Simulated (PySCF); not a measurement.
Question: Give a PBE0-D3(BJ)/def2-SVP geometry of `N#C[CH2][GeH2][NH2]`.

Answer: 
```xyz
11
C2H6GeN2 angstrom
N     -1.0368    2.1384   -0.0463
C     -1.1515    1.0027   -0.2483
C     -1.2090   -0.4246   -0.4690
Ge     0.3697   -1.2847    0.3607
N      1.7956   -0.3820   -0.3401
H     -1.1920   -0.6362   -1.5489
H     -2.1362   -0.8406   -0.0461
H      0.4583   -2.7499   -0.0957
H      0.1908   -1.2015    1.8942
H      2.7079   -0.7893   -0.1564
H      1.8205    0.6076   -0.1044
```

Any rigid rotation of these coordinates is as good. Atoms count from 1 in this order. Ge4 (germanium bonded to C, N and 2 H) is distorted tetrahedral (angles from 104.3° to 116.4°). N5 (nitrogen bonded to Ge and 2 H) is pyramidal (angles 115.7°, 114.3° and 109.0°, sum 339.0°, 0.32 Å off the plane of its three neighbours). Of the pairs four or more bonds apart, C2···H11 is among the closest relative to their van der Waals radii: 3.00 Å, 104 % of the sum of Bondi's values.

Bonds between heavy atoms (Å): N1≡C2 1.159, C2–C3 1.445, C3–Ge4 1.980, Ge4–N5 1.827.

Method used: PBE0-D3(BJ)/def2-SVP geometry optimisation, gas phase (PySCF).

Point group: C1 (no symmetry element, even within 0.4 Å). No PBE0-D3(BJ)/def2-SVP frequencies stand behind this structure, so it isn't proved a minimum. The numbers are those of one conformer (C2–C3–Ge4–N5 -54°, C3–Ge4–N5–H -170° and 63°).
